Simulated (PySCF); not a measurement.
Gas-phase thermal properties of Na2Br2

Computed with PySCF (xtb for GFN2) and rigid-rotor harmonic-oscillator thermochemistry at 1 bar. 6-31G* has spherical d functions here. All species are closed-shell singlets. B3LYP is the form with VWN-RPA correlation. Br: all electrons, no relativistic terms. The harmonic model lacks anharmonicity and excited electronic states, which grow with temperature; levels with a mode under 35 cm⁻¹ are left out. Soft modes under 120 cm⁻¹ make the harmonic entropy rough for Na2Br2.

```tsv
level	point group	σ	ZPE (kJ/mol)	S°298 (J/mol/K)	Cp298 (J/mol/K)	S°1000 (J/mol/K)	H1000 − H298 (kJ/mol)
B3LYP/6-31G*	D2h	4	6.0	354.0	80.2	453.3	57.7
GFN2-xTB	D2h	4	4.8	364.9	81.3	464.7	58.0
HF/6-31G*	D2h	4	6.0	354.5	80.3	453.8	57.7
PBE/def2-SVP	D2h	4	6.1	353.3	80.1	452.5	57.7
PBE0/def2-TZVP	D2h	4	6.1	353.7	80.2	452.9	57.7
```
σ: rotational symmetry number. Electronic degeneracy used: 1. Frequencies are unscaled.
